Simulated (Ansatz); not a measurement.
Basis-set extrapolation for CH2BFS, SMILES `FC1BS1` (PBE0-D4/def2-TZVP geometry, frozen core, Ansatz). Multiplicity 1, RHF reference.

```
                      def2-TZVPP   def2-QZVPP
                 HF  -560.735433  -560.753496
    MP2 correlation    -0.679605    -0.736045
CCSD(T) correlation    -0.736139      not run
```

Energies in hartree. Use E(X) = E(∞) + A·exp(−7.88·√X) for Hartree–Fock and E(X) = E(∞) + B·X^(−2.97) for correlation, with X = 3 and 4, and add CCSD(T) minus MP2 of the smaller set to the MP2 limit.

Question: What is the CCSD(T) energy at the basis-set limit?

Answer: HF limit: -560.753496 + (-0.018063) × 0.13774 = -560.75598. MP2 limit: -0.736045 + (-0.056440) × 0.74074 = -0.77785. Higher-order term: -0.736139 − (-0.679605) = -0.05653. Total: -561.59036 hartree, 3.23 eV below CCSD(T)/def2-TZVPP.
